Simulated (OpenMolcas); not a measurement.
**Fe2+, Ru2+, Os2+: d⁶ down the group**

* Program: OpenMolcas
* Method: SS-CASPT2, IPEA 0.25 Eh, imaginary shift 0.1 Eh
* Basis: ANO-RCC-VTZP
* Scalar Hamiltonian: DKH2, point nucleus
* Spin-orbit coupling: RASSI with atomic mean-field integrals over the reference wave functions, term energies averaged over their components

Active space for each ion: 6 electrons in 6 orbitals (d s); closed shells correlated by CASPT2: Fe2+ 3s 3p; Ru2+ 4s 4p; Os2+ 5s 5p.

Computed levels in cm-1 above ⁵D₄:

```json
{"Level": "⁵D₃", "Fe2+": "479", "Ru2+": "1224", "Os2+": "4540"}
{"Level": "⁵D₂", "Fe2+": "814", "Ru2+": "1938", "Os2+": "4440"}
{"Level": "⁵D₁", "Fe2+": "1028", "Ru2+": "2410", "Os2+": "6850"}
{"Level": "⁵D₀", "Fe2+": "1134", "Ru2+": "2630", "Os2+": "7160"}
{"Level": "³H₆", "Fe2+": "20100", "Ru2+": "16090", "Os2+": "18020"}
{"Level": "³H₅", "Fe2+": "20330", "Ru2+": "16270", "Os2+": "25060"}
{"Level": "³P₁(1)", "Fe2+": "20460", "Ru2+": "18870", "Os2+": "28550"}
{"Level": "³F₂(1)", "Fe2+": "21770", "Ru2+": "18030", "Os2+": "19640"}
{"Level": "³G₅", "Fe2+": "24510", "Ru2+": "19460", "Os2+": "16970"}
{"Level": "weight of ⁵D in the lowest level (%)", "Fe2+": "100", "Ru2+": "98", "Os2+": "86"}
```

Mixed levels, with the weight of the term that names them: Os2+ ⁵D₂ (68 %), Os2+ ³H₅ (58 %), Os2+ ³P₁(1) (63 %), Os2+ ³F₂(1) (62 %), Os2+ ³G₅ (59 %).

Measured, with the error of the calculation in %. Measured levels: Fe2+ from Corliss and Sugar, J. Phys. Chem. Ref. Data 11, 135 (1982); Ru2+ from Moore, Atomic Energy Levels, vol. III, NSRDS-NBS 35 (1971 reprint of NBS Circular 467, 1958).

```tsv
Level	Fe2+	Ru2+
⁵D₃	436 (+9.8)	1159 (+5.7)
⁵D₂	739 (+10.1)	1826 (+6.1)
⁵D₁	932 (+10.3)	2266 (+6.3)
⁵D₀	1027 (+10.3)	2476 (+6.4)
³H₆	20051 (+0.2)	
³H₅	20301 (+0.1)	
³P₁(1)	20688 (-1.1)	
³F₂(1)	21857 (-0.4)	
³G₅	24559 (-0.2)
```

The fine-structure level ⁵D₀ changes by a factor of 6.31 from Fe2+ to Os2+.

Without spin-orbit coupling ³H lies 19850, 15470, 15490 cm-1 above ⁵D in that order; the difference to the level ³H₆, of either sign, comes from spin-orbit coupling, which also lowers the zero.

CASPT2 breaks the degeneracy within a term, and the mean is taken; among the terms shown or strongly mixed into the levels shown the widest spread is 110 cm-1 (4d⁶ ³F(1), Ru2+). Some high roots are left out of the spin-orbit mixing, which shifts the levels that they would mix with. Configurations are named by rounded mean occupations; where the s occupation lies near a half they are strongly mixed, a name can repeat and a true partner stay unpaired (holds for Os2+). The lowest spin-free term belongs to 5d⁵ 6s, not to the configuration of the lowest level (holds for Os2+). Computed and measured levels are paired by configuration, term and J; levels that our copy of the source lacks, or whose pairing is in doubt (as where it misses far off the trend of its configuration), stay unpaired and out of the deviations. Levels of configurations outside the active space are missing.

A number in round brackets counts repeated terms of one configuration in the order of the reference energies.
